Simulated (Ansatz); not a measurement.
`O[SiH2]B[SiH3]`, relaxed with RKS PBE-D4/def2-SVP in Ansatz from a rough embedded geometry. The force threshold is 0.03 eV/Å; the program also tests the step.

Total charge 0; spin multiplicity 1.

Start:

```xyz
11

O    -0.426   -2.176    0.455
Si   -1.131   -0.721    0.831
B     0.233    0.636    0.695
Si    1.073    1.057   -1.002
H    -0.266   -2.191   -0.553
H    -1.674   -0.768    2.197
H    -2.244   -0.396   -0.106
H     0.465    1.338    1.638
H     0.563    0.068   -1.970
H     0.854    2.383   -1.385
H     2.554    0.772   -0.799
```

**Question.** By how much does the energy fall, and how many steps does the optimiser take? (An estimate is asked.)

**Answer.** The calculation gave: 13.17 kcal/mol, in 19 steps.

**Question.** Which bonds change most? (An estimate is asked.)

**Answer.** The calculation gave: Si4–H10 from 1.397 to 1.506 Å; Si2–B3 from 1.929 to 2.009 Å; B3–Si4 from 1.939 to 2.011 Å; O1–H5 from 1.021 to 0.974 Å.

**Question.** Give the relaxed structure. (An estimate is asked.)

**Answer.** The calculation gave: 
```xyz
11

O    -0.591   -2.107    0.028
Si   -1.097   -0.783    0.951
B    -0.101    0.916    0.555
Si    1.211    0.956   -0.969
H    -0.493   -1.918   -0.922
H    -0.941   -1.223    2.381
H    -2.567   -0.460    0.731
H    -0.260    1.894    1.265
H     0.841    0.000   -2.079
H     1.506    2.301   -1.581
H     2.493    0.424   -0.361
```
